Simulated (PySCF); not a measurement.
Gas-phase reaction: 2 Ba(OH)2 = 2 BaOH + H2 + 2 O

Computed with PySCF (xtb for GFN2) and rigid-rotor harmonic-oscillator thermochemistry at 1 bar. 'Table' is the NASA 1993 thermochemical table (part measured, part estimated). † marks an energy on the PBE0/def2-TZVP geometry and frequencies; other levels use their own. CCSD(T) freezes the core. Open shells (unrestricted): BaOH (multiplicity 2), O (multiplicity 3); the rest are closed-shell singlets. GFN2 has no spin-polarisation term. Spin-orbit splitting is ignored; it lowers the true energy and changes the entropy of O. Ba: scalar-relativistic def2 core potential, no spin-orbit coupling. CCSD(T) isn't extrapolated to the basis-set limit. The table's entry may be an old estimate for Ba(OH)2, BaOH (not checked at source).

```tsv
level	ΔH°(298 K), kJ
table	1298.6
CCSD(T)/def2-TZVPP†	?
GFN2-xTB	1499.0
HF/def2-TZVP†	?
M06-2X/def2-TZVP†	1264.6
PBE/def2-SVP	1301.2
PBE0/def2-SVP†	1220.5
PBE0/def2-TZVP	?
r2SCAN/def2-TZVP†	1277.7
LDA/def2-TZVP†	?
ωB97M-V/def2-TZVP†	1292.5
```

### Question
What belongs in the gaps?

### Answer

- CCSD(T)/def2-TZVPP†, ΔH°(298 K), kJ: 1224.7
- HF/def2-TZVP†, ΔH°(298 K), kJ: 717.4
- PBE0/def2-TZVP, ΔH°(298 K), kJ: 1246.5
- LDA/def2-TZVP†, ΔH°(298 K), kJ: 1514.7
